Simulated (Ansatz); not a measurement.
AlH$_{9}$O$_{3}$Si$_{3}$, SMILES `[SiH3][O][Al]([O][SiH3])[O][SiH3]`, relaxed with RKS PBE0-D4/def2-TZVP in Ansatz from a PBE-D4/def2-SVP geometry. The force threshold is 0.005 eV/Å; the program also tests the step.

Charge 0, multiplicity 1.

Start:

```xyz
16

Si    2.119    1.246   -2.262
O     1.079    0.581   -1.153
Al    0.010   -0.042    0.003
O     0.439   -0.041    1.641
Si    0.836    0.006    3.252
O    -1.482   -0.680   -0.479
Si   -2.957   -1.243   -0.991
H     2.584    2.600   -1.793
H     1.432    1.410   -3.592
H     3.320    0.356   -2.446
H    -0.240    0.715    4.031
H     0.988   -1.392    3.791
H     2.135    0.742    3.451
H    -3.618   -0.230   -1.889
H    -3.858   -1.497    0.188
H    -2.786   -2.531   -1.753
```

```
         step  energy (eV)  largest force (eV/Å)  largest move (Å)
            1  -36509.4424                 0.727             0.000
            2  -36509.5482                 0.575             0.050
            3  -36509.5751                 0.163             0.054
            4  -36509.5788                 0.030             0.019
            5  -36509.5789                 0.002             0.015
            6  -36509.5791                 0.061             0.052
            7  -36509.5792                 0.082             0.035
            8  -36509.5794                 0.072             0.025
            9  -36509.5796                 0.062             0.028
10 (rejected)  -36509.5795                 0.045             0.022
           11  -36509.5797                 0.041             0.011
           12  -36509.5801                 0.006             0.015
           13  -36509.5801                 0.003             0.008
           14  -36509.5802                 0.006             0.019
           15  -36509.5802                 0.003             0.005
           16  -36509.5802                 0.006             0.006
           17  -36509.5802                 0.003             0.002
```

End:

```xyz
16

Si    2.096    1.223   -2.183
O     1.172    0.652   -0.976
Al   -0.006   -0.007    0.005
O     0.233   -0.091    1.655
Si    0.787   -0.012    3.179
O    -1.423   -0.582   -0.662
Si   -2.882   -1.209   -0.998
H     2.569    2.592   -1.848
H     1.324    1.280   -3.453
H     3.274    0.337   -2.376
H    -0.187    0.719    4.031
H     0.968   -1.386    3.719
H     2.094    0.697    3.227
H    -3.652   -0.262   -1.848
H    -3.646   -1.459    0.254
H    -2.721   -2.494   -1.727
```

Hardware: 2 threads of an AMD EPYC 7R13 on a shared host and a share of an NVIDIA H100 80 GB. Wall time 49 s, peak host memory 1 GiB.
